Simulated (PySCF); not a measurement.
A GIAO shielding run with PySCF 2.14.0 with density-fitted response routines (density fitting, non-relativistic, gas phase) on SMILES O=C(CCCl)[SiH2]CCl, C₄H₈Cl₂OSi:

```
$ OMP_NUM_THREADS=1 python probes_run.py task.json out

{"job": {"kind": "nmr", "xc": "PBE0", "basis": "pcSseg-1"}, "charge": 0, "multiplicity": 1}
O      1.148870     1.914509     0.125246
C      0.452870     0.944628    -0.062734
C      0.972221    -0.468127     0.074350
C      2.448986    -0.509530     0.423271
Cl     3.010466    -2.197603     0.551601
Si    -1.384986     1.191183    -0.605349
C     -2.395516    -0.371866    -0.158052
Cl    -2.294558    -0.636079     1.611823
H      0.783435    -0.989643    -0.867654
H      0.381903    -0.967554     0.846855
H      3.047281    -0.024989    -0.348184
H      2.637598    -0.029117     1.382834
H     -1.403713     1.348117    -2.062929
H     -1.922161     2.347879     0.100645
H     -2.039654    -1.284929    -0.630195
H     -3.450641    -0.257936    -0.392939
```

Hardware: 1 thread of an Arm Neoverse V1, shared host. The job also computes population analyses, field gradients.

Problem. How large is the calculation?

Solution. 88 electrons, 197 basis functions and 1092 auxiliary functions.

Problem. How long does it take, and how much memory does it need?

Solution. 54 s of wall time, with 14 SCF cycles and 5 response iterations; peak memory 0.91 GiB. Times on a shared host scatter by some tens of per cent.
